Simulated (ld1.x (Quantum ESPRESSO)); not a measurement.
**u(r) = r·R(r): atom against pseudo-atom (phosphorus)**

Columns: radius, all-electron u(r) and pseudo u(r) of the 3p shell (level -5.55 eV) of phosphorus in the configuration [Ne] 3s2 3p3; PW91, scalar-relativistic, PAW scheme, ld1.x (Quantum ESPRESSO) 7.5.

```tsv
r (bohr)	all-electron	pseudo
0.090	0.1142	-0.0060
0.180	0.2444	-0.0236
0.270	0.2967	-0.0520
0.360	0.2773	-0.0899
0.450	0.2101	-0.1355
0.540	0.1166	-0.1869
0.630	0.0119	-0.2419
0.720	-0.0939	-0.2984
0.810	-0.1947	-0.3545
0.900	-0.2871	-0.4083
0.990	-0.3692	-0.4586
1.080	-0.4407	-0.5044
1.170	-0.5017	-0.5449
1.260	-0.5525	-0.5799
1.350	-0.5936	-0.6094
1.440	-0.6256	-0.6335
1.530	-0.6494	-0.6525
1.620	-0.6658	-0.6665
1.710	-0.6757	-0.6757
1.800	-0.6799	-0.6799
1.890	-0.6793	-0.6793
1.980	-0.6746	-0.6746
2.070	-0.6664	-0.6664
2.160	-0.6554	-0.6554
2.250	-0.6420	-0.6420
2.340	-0.6268	-0.6268
```

Task: How many radial nodes do the two functions have?

Result: The all-electron 3p function has n − l − 1 = 1; the pseudo-wave has 0, since the states of the same l below it are removed with the core.

Task: At about which radius was the pseudo-wave matched?

Result: 1.75 bohr, where the columns begin to agree (steps of 0.09 bohr).

Task: Is the pseudo-wave norm-conserving?

Result: No, it belongs to a PAW set: the norm inside the radius is not constrained, and the difference is carried by the augmentation charge.
